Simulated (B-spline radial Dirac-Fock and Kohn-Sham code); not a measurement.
Z = 75 (rhenium), transition energy 2160 keV. Model: a Dirac-Hartree-Slater potential of the neutral atom with a Latter tail (no hole, which puts coefficients of high multipoles low close above an edge), finite nucleus with surface currents. Program: a radial atomic solver. Subshells that would emit electrons below 1 keV are left out, and so is internal pair formation.

Problem. A pure transition shows α(K) = 0.00304, L1/L2 = 13.8 and L1/L3 = 133. What is its multipolarity?
A. E2
B. E4
C. E1
D. M2
E. M3
F. M4
G. E3
H. M1

Solution. D. For comparison, α(K), L1/L2, L1/L3 are E1 0.000426, 28.7, 29.5; E2 0.000932, 13.4, 39.0; E3 0.00171, 7.57, 42.2; E4 0.00281, 5.11, 39.8; M1 0.00132, 17.9, 100; M3 0.00504, 10.7, 92.3; M4 0.00769, 8.55, 49.8.

Values without a named source are computed, but for edge energies of neutral atoms, which are taken from tables.
